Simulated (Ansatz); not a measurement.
One change: `O[SiH2]/C(O)=C/S` becomes `O/C([TeH])=C\S`.

Ansatz, PBE0-D4/def2-TZVP geometries, multiplicity 1. Each molecule was computed in one conformer, which needn't be the lowest.

Elements past krypton have def2 core potentials.

```tsv
property	`O[SiH2]/C(O)=C/S`
HOMO–LUMO gap (ωB97M-V/def2-TZVPP) / eV	10.50
HOMO energy (PBE/def2-TZVPP) / eV	-5.87
HOMO–LUMO gap (PBE0/def2-TZVPP) / eV	6.35
HOMO energy (B3LYP/def2-TZVPP) / eV	-6.82
LUMO energy (PBE/def2-TZVPP) / eV	-1.60
size of the dipole moment (B3LYP/def2-TZVPP) / D	0.91
```

(1) What does the change do to each property? (An estimate is asked.)

Answers

(1) Ansatz gave: 
```csv
property,`O/C([TeH])=C\S`,shift
HOMO–LUMO gap (ωB97M-V/def2-TZVPP) / eV,9.03,-1.47
HOMO energy (PBE/def2-TZVPP) / eV,-5.01,0.86
HOMO–LUMO gap (PBE0/def2-TZVPP) / eV,5.13,-1.22
HOMO energy (B3LYP/def2-TZVPP) / eV,-5.87,0.95
LUMO energy (PBE/def2-TZVPP) / eV,-1.76,-0.16
size of the dipole moment (B3LYP/def2-TZVPP) / D,1.76,0.85
```

With PBE0 the HOMO rises by 0.96 eV and the LUMO falls by 0.27 eV, so the gap narrows by about 1.23 eV. PBE moves the HOMO by 0.86 eV and ωB97M-V by 1.06 eV. Dipoles are sizes alone; their direction can turn.

B3LYP here is the variant with VWN-RPA as its local correlation; programs differ in this.

Spin–orbit coupling is left out; it splits and shifts lone-pair levels of the heavy atoms by tenths of an eV.
